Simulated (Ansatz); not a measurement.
Coupled-cluster diagnostics for (BeO)4 cube (Be4O4), Ansatz.

Geometry of the singlet (B3LYP-D4/def2-SVP):

```xyz
8

Be    0.080    0.386   -1.208
O     1.129   -0.744   -0.696
Be   -0.233   -1.249    0.031
O    -1.312   -0.288   -0.713
Be   -0.944    0.622    0.581
O     0.279    1.494   -0.037
Be    1.096    0.241    0.596
O    -0.096   -0.462    1.445
```

Correlated methods freeze 4 core orbitals.

Task: Estimate the CCSD(T) correlation energy, the shares of MP2 and (T), T1 and the reference's ⟨S²⟩ for: charge 0, singlet, own geometry in def2-TZVPP; and the rough time on 4 threads of Arm Neoverse V1 on a shared host.

Result: 
```json
{"state": "charge 0, singlet, own geometry", "basis": "def2-TZVPP", "correlation (eV)": "-34.693", "MP2 share (%)": "96.2", "(T) share (%)": "3.5", "T1": "0.015", "⟨S²⟩ (pure)": "0.00 (0.00)", "wall time": "2.4 min"}
```
Customary marks for T1 are 0.02 (closed shells), 0.045 (open shells) and about 0.05 (3d metals). T1 stays under 0.02 throughout.
